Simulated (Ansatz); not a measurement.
The cluster Ta₂O₅⁺. The state is a doublet with charge 1. Geometry PBE-D4/def2-SVP.

```
atom    x (Å)    y (Å)    z (Å)
 Ta1  -0.4156   1.3282  -0.3086
 Ta2   0.9850  -1.0309   0.0192
  O3  -0.1214  -2.3282  -0.2044
  O4  -2.0503   0.9201  -0.6528
  O5  -0.1922   0.0718   1.3377
  O6   1.1010   0.8302   1.2614
  O7   0.6936   0.2089  -1.4526
```

In the def2 sets Ta takes a core potential; there is no spin–orbit coupling. The structure holds 1 bond(s) between oxygen atoms. Another isomer (doublet) lies 3.33 eV lower at PBE0-D4/def2-TZVP; other spin states weren't run for this one.

Task: Estimate the α-spin orbital energies around the gap (eV) in Ansatz with PBE-D4/def2-SVP, r2SCAN-D4/def2-TZVP, PBE0-D4/def2-SVP, PBE0-D4/def2-TZVP, ωB97X-V/def2-TZVP.

Result: 
```json
{"orbital": "HOMO−13", "PBE-D4/def2-SVP": "-17.12", "r2SCAN-D4/def2-TZVP": "-17.42", "PBE0-D4/def2-SVP": "-18.95", "PBE0-D4/def2-TZVP": "-18.84", "ωB97X-V/def2-TZVP": "-21.36"}
{"orbital": "HOMO−12", "PBE-D4/def2-SVP": "-16.98", "r2SCAN-D4/def2-TZVP": "-17.38", "PBE0-D4/def2-SVP": "-18.56", "PBE0-D4/def2-TZVP": "-18.51", "ωB97X-V/def2-TZVP": "-20.86"}
{"orbital": "HOMO−11", "PBE-D4/def2-SVP": "-15.57", "r2SCAN-D4/def2-TZVP": "-15.83", "PBE0-D4/def2-SVP": "-17.23", "PBE0-D4/def2-TZVP": "-17.09", "ωB97X-V/def2-TZVP": "-19.50"}
{"orbital": "HOMO−10", "PBE-D4/def2-SVP": "-15.24", "r2SCAN-D4/def2-TZVP": "-15.54", "PBE0-D4/def2-SVP": "-17.01", "PBE0-D4/def2-TZVP": "-16.89", "ωB97X-V/def2-TZVP": "-19.40"}
{"orbital": "HOMO−9", "PBE-D4/def2-SVP": "-15.14", "r2SCAN-D4/def2-TZVP": "-15.42", "PBE0-D4/def2-SVP": "-16.87", "PBE0-D4/def2-TZVP": "-16.75", "ωB97X-V/def2-TZVP": "-19.20"}
{"orbital": "HOMO−8", "PBE-D4/def2-SVP": "-14.11", "r2SCAN-D4/def2-TZVP": "-14.36", "PBE0-D4/def2-SVP": "-15.84", "PBE0-D4/def2-TZVP": "-15.71", "ωB97X-V/def2-TZVP": "-18.22"}
{"orbital": "HOMO−7", "PBE-D4/def2-SVP": "-13.78", "r2SCAN-D4/def2-TZVP": "-14.04", "PBE0-D4/def2-SVP": "-15.50", "PBE0-D4/def2-TZVP": "-15.39", "ωB97X-V/def2-TZVP": "-17.88"}
{"orbital": "HOMO−6", "PBE-D4/def2-SVP": "-13.60", "r2SCAN-D4/def2-TZVP": "-13.75", "PBE0-D4/def2-SVP": "-15.09", "PBE0-D4/def2-TZVP": "-14.94", "ωB97X-V/def2-TZVP": "-17.35"}
{"orbital": "HOMO−5", "PBE-D4/def2-SVP": "-13.56", "r2SCAN-D4/def2-TZVP": "-13.73", "PBE0-D4/def2-SVP": "-15.06", "PBE0-D4/def2-TZVP": "-14.92", "ωB97X-V/def2-TZVP": "-17.30"}
{"orbital": "HOMO−4", "PBE-D4/def2-SVP": "-13.32", "r2SCAN-D4/def2-TZVP": "-13.48", "PBE0-D4/def2-SVP": "-14.83", "PBE0-D4/def2-TZVP": "-14.67", "ωB97X-V/def2-TZVP": "-17.08"}
{"orbital": "HOMO−3", "PBE-D4/def2-SVP": "-12.46", "r2SCAN-D4/def2-TZVP": "-12.69", "PBE0-D4/def2-SVP": "-13.98", "PBE0-D4/def2-TZVP": "-13.88", "ωB97X-V/def2-TZVP": "-16.21"}
{"orbital": "HOMO−2", "PBE-D4/def2-SVP": "-12.24", "r2SCAN-D4/def2-TZVP": "-12.50", "PBE0-D4/def2-SVP": "-13.82", "PBE0-D4/def2-TZVP": "-13.74", "ωB97X-V/def2-TZVP": "-16.07"}
{"orbital": "HOMO−1", "PBE-D4/def2-SVP": "-12.15", "r2SCAN-D4/def2-TZVP": "-12.43", "PBE0-D4/def2-SVP": "-13.77", "PBE0-D4/def2-TZVP": "-13.69", "ωB97X-V/def2-TZVP": "-16.01"}
{"orbital": "HOMO", "PBE-D4/def2-SVP": "-10.32", "r2SCAN-D4/def2-TZVP": "-10.45", "PBE0-D4/def2-SVP": "-11.47", "PBE0-D4/def2-TZVP": "-11.31", "ωB97X-V/def2-TZVP": "-13.22"}
{"orbital": "LUMO", "PBE-D4/def2-SVP": "-9.13", "r2SCAN-D4/def2-TZVP": "-9.13", "PBE0-D4/def2-SVP": "-8.68", "PBE0-D4/def2-TZVP": "-8.66", "ωB97X-V/def2-TZVP": "-6.81"}
{"orbital": "LUMO+1", "PBE-D4/def2-SVP": "-8.85", "r2SCAN-D4/def2-TZVP": "-8.71", "PBE0-D4/def2-SVP": "-8.15", "PBE0-D4/def2-TZVP": "-8.23", "ωB97X-V/def2-TZVP": "-6.20"}
{"orbital": "LUMO+2", "PBE-D4/def2-SVP": "-8.33", "r2SCAN-D4/def2-TZVP": "-8.11", "PBE0-D4/def2-SVP": "-7.55", "PBE0-D4/def2-TZVP": "-7.53", "ωB97X-V/def2-TZVP": "-5.36"}
{"orbital": "LUMO+3", "PBE-D4/def2-SVP": "-7.64", "r2SCAN-D4/def2-TZVP": "-7.36", "PBE0-D4/def2-SVP": "-6.68", "PBE0-D4/def2-TZVP": "-6.70", "ωB97X-V/def2-TZVP": "-4.45"}
{"orbital": "LUMO+4", "PBE-D4/def2-SVP": "-7.49", "r2SCAN-D4/def2-TZVP": "-7.17", "PBE0-D4/def2-SVP": "-6.50", "PBE0-D4/def2-TZVP": "-6.39", "ωB97X-V/def2-TZVP": "-4.27"}
{"orbital": "LUMO+5", "PBE-D4/def2-SVP": "-7.20", "r2SCAN-D4/def2-TZVP": "-7.02", "PBE0-D4/def2-SVP": "-6.26", "PBE0-D4/def2-TZVP": "-6.22", "ωB97X-V/def2-TZVP": "-3.98"}
{"orbital": "β HOMO", "PBE-D4/def2-SVP": "-12.10", "r2SCAN-D4/def2-TZVP": "-12.37", "PBE0-D4/def2-SVP": "-13.71", "PBE0-D4/def2-TZVP": "-13.63", "ωB97X-V/def2-TZVP": "-15.95"}
{"orbital": "β LUMO", "PBE-D4/def2-SVP": "-9.56", "r2SCAN-D4/def2-TZVP": "-9.19", "PBE0-D4/def2-SVP": "-8.67", "PBE0-D4/def2-TZVP": "-8.54", "ωB97X-V/def2-TZVP": "-6.43"}
```
